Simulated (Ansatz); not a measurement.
Reaction: SiPH5 (silylphosphane, SMILES P[SiH3]) + H+ → SiPH6+ (SMILES [PH3+][SiH3])
Each species at its own B3LYP-D3(BJ)/def2-TZVP minimum (Ansatz, a program for electronic structure).

Total energies in hartree (Ansatz). Open shells are spin-unrestricted; no spin-orbit coupling. Cores are frozen in correlated methods. No relativity.

```tsv
species	HF/cc-pV(T+d)Z	CCSD(T)/cc-pV(T+d)Z	HF/cc-pV(Q+d)Z	CCSD(T)/cc-pV(Q+d)Z	CCSDT(Q)/cc-pV(T+d)Z
1: SiPH5 (silylphosphane, SMILES [SiH3]P)	-632.60995	-632.96108	-632.61694	-632.98703	-632.96307
2: SiPH6+ (SMILES [SiH3][PH3+])	-632.94830	-633.28820	-632.95604	-633.31388	-633.29000
```

Q: Work out the proton affinity (electronic), positive where energy is released in kcal/mol: take Hartree-Fock from cc-pV(Q+d)Z, extrapolate the CCSD(T) correlation energy as X^-3 (X = 3, 4), and add CCSDT(Q) - CCSD(T) in cc-pV(T+d)Z. 1 hartree = 627.51 kcal/mol.

A: 
Species 1: correlation (64·(-0.37009) - 27·(-0.35113))/37 = -0.38393; step -0.00199; E1 = -632.61694 + (-0.38393) + (-0.00199) = -633.00286
H+ has no electrons: E = 0
Species 2: correlation (64·(-0.35784) - 27·(-0.33990))/37 = -0.37093; step -0.00180; E2 = -632.95604 + (-0.37093) + (-0.00180) = -633.32877
+1·E1 -1·E2 = 0.32591 hartree = 204.5 kcal/mol.
